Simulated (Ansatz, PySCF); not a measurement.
Input for Ansatz (a quantum-chemistry and plane-wave program):
Ansatz 0.2 input:
```yaml
crystal:
  periodic: [false, false, false]
  atoms:
    - {symbol: Ge, position_ang: [0.01662620, 0.00626078, 1.00353305]}
    - {symbol: Br, position_ang: [1.08727208, -1.65040649, -0.46661885]}
    - {symbol: Br, position_ang: [-1.10247318, 1.64468236, -0.45089707]}
basis:
  gaussian:
    orbitals: cc-pVDZ
hamiltonian:
  xc: {name: wB97X}
magnetization: {spin_polarized: true, initial_magnetization: 2}
accuracy: high
```

Task: Give the equivalent PySCF input.

Result: Several could match; the one computed here: 
```python
from pyscf import gto, scf, dft

mol = gto.Mole()
mol.atom = '''
    Ge    0.01662620    0.00626078    1.00353305
    Br    1.08727208   -1.65040649   -0.46661885
    Br   -1.10247318    1.64468236   -0.45089707
'''
mol.basis = 'cc-pvdz'
mol.spin = 2
mol.verbose = 4
mol.build()

mf = dft.UKS(mol)
mf.xc = 'wb97x'
mf.grids.atom_grid = (99, 590)
mf.grids.prune = None
mf.kernel()
```

Both were run: Ansatz gave -7225.310141 Eh and PySCF -7225.310140 Eh, 0.001 mEh apart.
